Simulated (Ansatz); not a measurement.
Total energies of C₈H₁₆O₂Ti, SMILES `CC1=CC(C)=[O+][Ti-]([CH3])([CH3])([CH3])[O]1`.

```xyz
27

C     2.371   -2.276    0.900
C     1.195   -1.531    0.356
C     0.188   -2.199   -0.338
C    -0.836   -1.500   -0.975
C    -1.819   -2.213   -1.847
O    -0.983   -0.243   -0.881
Ti   -0.053    1.238    0.110
C    -2.003    1.905    0.475
C     0.832    2.545   -1.221
C     0.413    1.873    2.049
O     1.196   -0.276    0.545
H     2.432   -2.109    1.978
H     3.286   -1.871    0.461
H     2.313   -3.345    0.699
H     0.254   -3.270   -0.463
H    -1.641   -3.286   -1.881
H    -2.829   -2.019   -1.480
H    -1.761   -1.802   -2.858
H    -1.998    2.929    0.858
H    -2.542    1.870   -0.479
H    -2.522    1.262    1.192
H     1.358    2.009   -2.017
H     1.548    3.180   -0.687
H     0.063    3.184   -1.670
H     0.080    2.902    2.212
H    -0.044    1.229    2.806
H     1.502    1.816    2.155
```

The species carries charge 0 and has multiplicity 1. Correlated methods include outer-core shells of Ti, which these sets cover unevenly. Scalar relativity is left out up to krypton. The structure was optimised at the PBE0-D4/def2-TZVP level. Basis def2-TZVPP, Ansatz.

RPA on PBE orbitals: Hartree–Fock energy of these orbitals -1310.43752 Eh, correlation -3.65936 Eh (frozen core).

| functional | energy without D4 (Eh) | D4 term (kJ/mol) |
| --- | --- | --- |
| LDA (SPW92) | -1308.59220 | – |
| r2SCAN | -1314.36054 | -20.1 |
| PBE0 | -1313.88302 | -59.3 |
| r2SCAN0 | -1314.26211 | -23.1 |
| HSE06 (plane-wave form) | -1313.84872 | -55.5 |
| BHLYP | -1314.31261 | -81.4 |
| CAM-B3LYP | -1314.43287 | -60.5 |
| LC-ωPBE | -1314.14803 | – |
| ωB97M-V | -1314.36202 | – |
| PBE-QIDH | -1313.69896 | – |

Task: Give the same for PBE, revPBE, BLYP, B97M-V, B3LYP, r2SCANh, ωB97X-V, B2PLYP. (Estimate.)

Result: Computed: 
| functional | energy without D4 (Eh) | D4 term (kJ/mol) |
| --- | --- | --- |
| PBE | -1313.83562 | -68.5 |
| revPBE | -1314.40240 | -200.3 |
| BLYP | -1314.48601 | -144.8 |
| B97M-V | -1314.41088 | – |
| B3LYP | -1314.67512 | -107.6 |
| r2SCANh | -1314.31949 | -21.2 |
| ωB97X-V | -1314.37055 | – |
| B2PLYP | -1314.08048 | – |

B3LYP takes the VWN-RPA correlation (the form of Gaussian; ORCA's B3LYP/G). HSE06 is the plane-wave form, built on full-range PBE exchange. The double hybrids freeze the cores in their second-order part.

LC-ωPBE has ω = 0.4 bohr⁻¹.
